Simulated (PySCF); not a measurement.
# Polarisability and C₆ of P- (phosphorus, charge -1)

[Ne] 3s2 3p4, high-spin 3P determinant. Computed with PySCF 2.14 in aug-cc-pCVTZ-DK with one added diffuse shell each of s, p, d, f type (9s8p6d4f, 91 functions), with scalar relativity by spin-free X2C-1e. Coupled (time-dependent) response in atomic units; α is the mean over directions.

| method | mean α (bohr³) | α xx, yy, zz | C₆ (like pair) | S(−4) |
| --- | --- | --- | --- | --- |
| UHF | 112.1 | 74.39, 187.6, 74.39 | 1208 | 18630 |
| LC-wPBE | 87.11 | 68.98, 123.4, 68.98 | 978.0 | 5372 |

S(−4) is the Cauchy moment in α(ω) = α(0) + S(−4) ω² + …

α(iu) at LC-wPBE:

```json
{"u (hartree)": "0", "α(iu) (bohr³)": "87.11"}
{"u (hartree)": "0.0500", "α(iu) (bohr³)": "76.64"}
{"u (hartree)": "0.100", "α(iu) (bohr³)": "60.17"}
{"u (hartree)": "0.200", "α(iu) (bohr³)": "37.57"}
{"u (hartree)": "0.300", "α(iu) (bohr³)": "25.32"}
{"u (hartree)": "0.500", "α(iu) (bohr³)": "13.50"}
{"u (hartree)": "0.750", "α(iu) (bohr³)": "7.422"}
{"u (hartree)": "1.00", "α(iu) (bohr³)": "4.654"}
{"u (hartree)": "1.50", "α(iu) (bohr³)": "2.323"}
{"u (hartree)": "2.00", "α(iu) (bohr³)": "1.403"}
{"u (hartree)": "3.00", "α(iu) (bohr³)": "0.6943"}
{"u (hartree)": "5.00", "α(iu) (bohr³)": "0.2966"}
```

A single London oscillator, α(iu) = α/(1 + u²/ω²), gives C₆ = (3/4) ω α². Matching the computed C₆ needs ω = 4 × 978.0 / (3 × 87.11²) = 0.172 hartree.

For an ion, C₆ is the dispersion term alone; charge-induced terms of lower order in 1/R come first.

The components differ because the open shell of this determinant is not spherical; for a pure term their mean is the scalar polarisability.
